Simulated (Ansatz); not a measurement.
Species: SiI (charge 0, doublet). SMILES: [Si]I
Coordinates optimised at B3LYP-D3(BJ)/def2-TZVP (Ansatz, a program for electronic structure):
```xyz
2

Si     0.0000     0.0000    -1.9529
I      0.0000     0.0000     0.5159
```
Charge 0, spin multiplicity 2.

Wanted: atomisation energy, in kcal/mol. Set-up: open shells spin-unrestricted; atomisation electronic, to ground-state atoms; spin-orbit terms left out; def2 sets with scalar-relativistic core potentials past Kr; STO-3G and 3-21G all-electron and non-relativistic. First-principles rows: single points at B3LYP-D3(BJ) geometries (Ansatz).

| species | coefficient | E at HF/STO-3G (Ansatz), Eh | E at B3LYP/def2-TZVPD (Ansatz), Eh |
|---|---|---|---|
| [Si]I | -1 | -7136.26415 | -587.28887 |
| I atom | +1 | -6850.67625 | -297.77848 |
| Si atom | +1 | -285.46622 | -289.39218 |

 1 Eh = 627.5095 kcal/mol.

Problem. Compute it at each level from the table.

Solution. 
- HF/STO-3G: the sum of coefficient times E is 0.12168 Eh, or 76.36 kcal/mol. Result: 76.4 kcal/mol.
- B3LYP/def2-TZVPD: the sum of coefficient times E is 0.11821 Eh, or 74.18 kcal/mol. Result: 74.2 kcal/mol.
